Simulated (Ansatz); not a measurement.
Mulliken charges of CH3F3SeSiZn, SMILES `[CH3][Zn][Se][Si](F)(F)F` from r2SCAN/def2-TZVPP in Ansatz (PBE0-D4/def2-TZVP geometry).

```
atom   x (Å)   y (Å)   z (Å)  charge (e)
  C1   0.756  -2.347   0.061      -0.365
 Zn2   0.789  -0.465   0.498       0.344
 Se3   0.950   1.775   1.107      -0.256
 Si4  -0.819   2.219  -0.137       0.870
  F5  -0.529   3.254  -1.289      -0.282
  F6  -2.030   2.807   0.684      -0.282
  F7  -1.356   0.898  -0.844      -0.293
  H8   0.158  -2.503  -0.838       0.093
  H9   1.766  -2.717  -0.121       0.085
 H10   0.315  -2.920   0.879       0.086
```

**Question.** By hand: the dipole of these point charges (1 e Å = 4.8032 D).

**Answer.** Σ q r = (0.351, -0.514, 0.152) e Å, of length 0.641 e Å = 3.08 D.

**Question.** How does the dipole of the full density compare? (Best estimate.)

**Answer.** The calculation gave: (0.274, -0.509, 0.096) e Å, 2.81 D; the point charges give 1.10 times that, at 7° from its direction.

Point charges leave out the atoms' own dipoles, such as those of lone pairs, and Mulliken's split depends on the basis, so the close match here is no proof of good charges.
